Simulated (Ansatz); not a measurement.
C8H16Cl2N2Sn⁺, that is SnCl2(pyrrolidide)2 with one electron fewer. Total charge 1; doublet. Geometry PBE-D4/def2-SVP, that of the neutral singlet; atoms count from 1.

Cartesian coordinates in Å:
```
Sn 0.861 0.242 -0.923
Cl 3.183 0.586 -1.352
Cl -0.304 0.503 -2.997
N -0.037 1.562 0.344
C -0.389 2.919 -0.079
C -1.162 3.458 1.146
C -0.611 2.641 2.351
C 0.431 1.680 1.728
H -0.988 2.898 -1.012
H 0.511 3.556 -0.266
H -2.248 3.282 1.022
H -1.014 4.549 1.267
H -0.151 3.282 3.129
H -1.423 2.064 2.834
H 1.452 2.133 1.799
H 0.470 0.686 2.218
N 0.720 -1.617 -0.053
C -0.654 -2.135 0.060
C -0.929 -2.927 -1.243
C 0.488 -3.319 -1.755
C 1.456 -2.707 -0.710
H -1.381 -1.322 0.263
H -0.682 -2.820 0.941
H -1.442 -2.278 -1.981
H -1.579 -3.806 -1.064
H 0.622 -4.416 -1.845
H 0.674 -2.883 -2.758
H 1.708 -3.463 0.071
H 2.417 -2.349 -1.132
```

In the def2 sets Sn takes a core potential; there is no spin–orbit coupling. Single mean-field runs in def2-TZVP are fitted with def2-universal-jkfit.

(1) Estimate the Mulliken populations from the PBE0/def2-TZVP orbitals of Ansatz.

(2) Where does the spin sit?

(3) And the Mayer bond orders between bonded heavy atoms (over 0.3)?

Results:

(1) 
| atom | charge (e) | spin (α − β) |
| --- | --- | --- |
| Sn1 | 1.01 | -0.06 |
| Cl2 | -0.22 | 0.03 |
| Cl3 | -0.24 | 0.01 |
| N4 | -0.20 | 0.50 |
| C5 | -0.21 | -0.02 |
| C6 | -0.22 | 0.01 |
| C7 | -0.22 | 0.01 |
| C8 | -0.21 | -0.02 |
| H9 | 0.18 | 0.01 |
| H10 | 0.18 | 0.05 |
| H11 | 0.15 | 0.00 |
| H12 | 0.16 | 0.00 |
| H13 | 0.16 | 0.00 |
| H14 | 0.15 | 0.00 |
| H15 | 0.18 | 0.05 |
| H16 | 0.17 | 0.01 |
| N17 | -0.22 | 0.35 |
| C18 | -0.18 | -0.02 |
| C19 | -0.25 | 0.03 |
| C20 | -0.23 | 0.03 |
| C21 | -0.20 | -0.01 |
| H22 | 0.15 | 0.00 |
| H23 | 0.16 | 0.02 |
| H24 | 0.15 | 0.00 |
| H25 | 0.16 | 0.00 |
| H26 | 0.16 | 0.00 |
| H27 | 0.15 | 0.00 |
| H28 | 0.16 | 0.02 |
| H29 | 0.17 | 0.00 |
Mulliken values and Mayer orders depend strongly on the basis.

(2) Summed by element: Sn -0.06, Cl 0.04, N 0.85, C 0.00, H 0.16, of 1 unpaired in all. Largest on single atoms: N4 0.50, N17 0.35, Sn1 -0.06.

(3) Sn1–Cl2 1.06 (2.39 Å); Sn1–Cl3 1.03 (2.39 Å); Sn1–N4 0.82 (2.04 Å); Sn1–N17 0.88 (2.06 Å); N4–C5 0.94 (1.46 Å); N4–C8 0.96 (1.47 Å); C5–C6 1.02 (1.55 Å); C6–C7 1.01 (1.56 Å); C7–C8 1.02 (1.55 Å); N17–C18 0.93 (1.47 Å); N17–C21 0.93 (1.47 Å); C18–C19 1.01 (1.55 Å); C19–C20 0.98 (1.56 Å); C20–C21 1.01 (1.55 Å).
